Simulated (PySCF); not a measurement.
Si(Cl)(Br)2(OH) (Br₂ClHOSi), SMILES O[Si](Cl)(Br)Br. Coordinates come from a PBE0-D3(BJ)/def2-SVP optimisation. The structure was generated by enumeration, and PubChem lists no compound with its InChIKey, so it may never have been made. The values are those of a single conformer.

The numbers are results of PBE0-D3(BJ)/def2-SVP in PySCF, not measurements.

Harmonic wavenumbers (cm⁻¹): 98, 128, 169, 191, 232, 260, 367, 516, 596, 798, 953, 3911. Rotational constants (GHz): 1.416, 0.8234, 0.6429; symmetry number 1.

Work out the zero-point energy and the ideal-gas rigid-rotor harmonic-oscillator thermochemistry at 298.15 K and 1 atm.

ZPE = ½ Σ hcν = ½ × 8218 cm⁻¹ = 11.75 kcal/mol. H − E(el) = 16.90 kcal/mol. Entropy in cal/(mol K): translation 42.33, rotation 30.44, vibration 17.17, total 89.94. G − E(el) = -9.91 kcal/mol. Cp = 23.98 cal/(mol K). Modes under 150 cm⁻¹ make the vibrational entropy uncertain.
